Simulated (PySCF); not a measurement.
Species: CdMe2, C₂H₆Cd (singlet state).
Bonds: Cd1–C2, Cd1–C6. Hydrogens: H3, H4, H5 on C2; H7, H8, H9 on C6.

Computed by this run: PBE0-D3(BJ)/def2-SVP geometry optimisation, gas phase, def2 core potentials past Kr in PySCF; density fitting, grid level 1; the optimiser is geomeTRIC in internal coordinates, started from a GFN2-xTB structure with every atom displaced at random (about 0.03 Å).

Step 0: E = -6730.7751 eV
```
atom  x, y, z in Å  |  force x, y, z in eV/Å
Cd1     0.0844   -0.0587    0.0124   -0.426   0.255  -0.334
C2     -0.0194   -0.0280    2.2061    2.514   0.391  -0.286
H3     -0.4986    0.8948    2.5869    0.262  -0.121  -0.132
H4      1.1050   -0.1033    2.6072   -2.425   0.151  -0.612
H5     -0.6013   -0.8755    2.5475   -0.152  -0.550   0.272
C6     -0.0066    0.0312   -2.2196    1.997  -1.449   1.774
H7     -0.9895    0.0098   -2.5892   -1.826  -0.015  -0.557
H8      0.5545   -0.8511   -2.6206   -0.355   0.438   0.182
H9      0.5042    0.9114   -2.5564    0.410   0.900  -0.307
```

**Question.** Estimate the geometry and energy of step 1. (The exact step hangs on the optimiser's Hessian estimate; all steps are aligned on step 0, rigid shifts and turns removed.)

**Answer.** E = -6731.0974 eV, largest force 0.315 eV/Å
```
atom  x, y, z in Å  |  force x, y, z in eV/Å
Cd1     0.0667   -0.0417   -0.0083   -0.246   0.125   0.109
C2      0.0016   -0.0294    2.1043   -0.056  -0.092  -0.241
H3     -0.4587    0.8950    2.4808   -0.031   0.016   0.028
H4      1.0217   -0.0957    2.4920    0.202  -0.023   0.220
H5     -0.5735   -0.8934    2.4702    0.005   0.030   0.071
C6      0.0132    0.0199   -2.1130    0.261  -0.114   0.135
H7     -1.0216   -0.0008   -2.4841    0.026   0.049  -0.066
H8      0.5568   -0.8526   -2.5063   -0.055   0.008  -0.138
H9      0.5266    0.9292   -2.4612   -0.106   0.002  -0.118
```

The energy changes by -0.3223 eV. The first-order estimate −F·Δx gives -0.6436 eV and the mean of the old and new forces, exact on a quadratic surface, -0.3009 eV. The step makes an angle of 67° with the force vector and moves no atom by more than 0.142 Å.

What follows is the cost of the whole optimisation. Hardware: one thread of an Intel Xeon 6975P-C, shared host with 192 logical CPUs at a one-minute load of 108. Cost: 12 s wall, 0.36 GiB resident at most.
